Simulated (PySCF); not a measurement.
Correlation energy of Pb³⁺ (lead, charge +3)

[Xe] 4f14 5d10 6s1, 2S determinant. Calculation: PySCF 2.14, in x2c-TZVPPall (11s7p6d3f, 83 functions); scalar relativity by spin-free X2C-1e. Frozen: [Kr] 4d10 4f14; 19 electrons correlated.

MP2 pair energies summed by pair of shells (mhartree):

| pair | energy | share (%) |
| --- | --- | --- |
| 5d-5d | -216.03 | 55.8 |
| 5p-5d | -68.71 | 17.7 |
| 5d-6s | -51.34 | 13.3 |
| 5p-5p | -19.41 | 5.0 |
| 5s-5d | -14.81 | 3.8 |
| 5s-5p | -8.81 | 2.3 |
| 5p-6s | -5.68 | 1.5 |
| 5s-5s | -1.84 | 0.5 |
| 5s-6s | -0.49 | 0.1 |

Total MP2 correlation energy: -387.13 mhartree.

Same-spin part -136.94 and opposite-spin part -250.19 mhartree; SCS-MP2 scales them by 1/3 and 6/5 to -345.87 mhartree.

This basis was not built for core-valence correlation, so the inner-shell part is incomplete.
